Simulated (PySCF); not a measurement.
Compound: C2H10Ga2O2.
Cartesian coordinates in Å at the PBE0-D3(BJ)/def2-SVP level; atoms count from 1:
```xyz
16
C2H10Ga2O2 angstrom
C      2.4803    0.7115   -0.1536
O      1.2175    0.2166    0.2219
Ga    -0.3441    1.3256    0.5991
O     -1.2217   -0.2122   -0.2267
C     -2.4856   -0.7098    0.1423
Ga     0.3396   -1.3339   -0.5756
H      2.4220    1.7841   -0.4055
H      2.8595    0.1800   -1.0426
H      3.2073    0.5838    0.6655
H     -0.2486    2.5596   -0.3644
H     -0.7581    1.3204    2.1112
H     -2.4047   -1.7313    0.5527
H     -3.1620   -0.7338   -0.7281
H     -2.9432   -0.0736    0.9178
H      0.7498   -1.3598   -2.0884
H      0.2424   -2.5433    0.4180
```

Method: delta-SCF UKS SCAN, pcX-2 on the ionised atom, pcseg-1 elsewhere, spin-free X2C (PySCF 2.14.0). The ground state was rerun for each ionised atom, in the same mixed basis as its hole state.

```
ionised atom  basis functions  E(ground) (Eh)  E(ionised) (Eh)
          C1              191     -4112.66818      -4101.92163
          O2              191     -4112.69362      -4092.92403
```

Task: What are the 1s binding energies?

Result: E(ionised) − E(ground), at 27.2114 eV a hartree:

```json
{"atom": "C1", "environment": "O-methyl carbon", "difference (Eh)": "10.74655", "binding energy (eV)": "292.43"}
{"atom": "O2", "environment": "oxygen bonded to C and 2 Ga", "difference (Eh)": "19.76959", "binding energy (eV)": "537.96"}
```

Task: How much do the ground-state energies differ, and what would follow from using one of them for all holes?

Result: They run from -4112.6936 Eh (core basis on O2) to -4112.6682 Eh (on C1), 0.0254 Eh or 0.69 eV apart, for one and the same state in different bases and grids. Pairing the ion of C1 with the ground state of O2 would put its binding energy 0.69 eV too high.

Only 1s holes are shown. Atoms equivalent by their bonding share one computed value, that of the first of them. Isolated species at its PBE0-D3(BJ)/def2-SVP geometry, gas phase.

Time: 42 s wall; peak memory 0.48 GiB. Hardware: one thread of an Intel Xeon Platinum 8259CL at 2.50 GHz, no GPU (shared host).
